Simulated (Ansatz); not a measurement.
# B2F2H4O2: structure from calculated spectroscopic constants

These gas-phase data were calculated for one isomer of B2F2H4O2 at PBE0-D4/def2-SVP (harmonic, unscaled wavenumbers; equilibrium rotational constants with average atomic masses):

```
rotational constants            : 8.73, 2.451, 2.145 GHz
all wavenumbers above 1500 cm⁻¹ : 3872, 3870, 2624, 2620
```

Candidates:

(1) `F[B-]1(F)[OH+][BH2-][OH+]1`, a singlet
(2) `F[B@H-]1[OH+][B@@H-](F)[OH+]1`, a singlet
(3) `F[B@H-]1[OH+][B@H-](F)[OH+]1`, a singlet

**Question.** Assign the data to one candidate and say why. Where the bands don't settle it, estimate the moments of inertia from typical bond lengths.

**Answer.** Candidate (3). The rotational constants decide: (1) would give 5.201, 3.315, 3.065 GHz; (2) would give 6.581, 2.643, 2.487 GHz.

The same quantities for all candidates:

|  | rotational constants (GHz) | wavenumbers above 1500 cm⁻¹ | E above the lowest, PBE0-D4/def2-SVP (kcal/mol) |
| --- | --- | --- | --- |
| (1) | 5.201, 3.315, 3.065 | 3881, 3879, 2652, 2561 | 0.0 |
| (2) | 6.581, 2.643, 2.487 | 3905, 3828, 2626, 2613 | 1.4 |
| (3) | 8.73, 2.451, 2.145 | 3872, 3870, 2624, 2620 | 1.5 |

Harmonic stretches to hydrogen usually lie a few per cent above observed fundamentals. Programs: Ansatz 0.2.0.
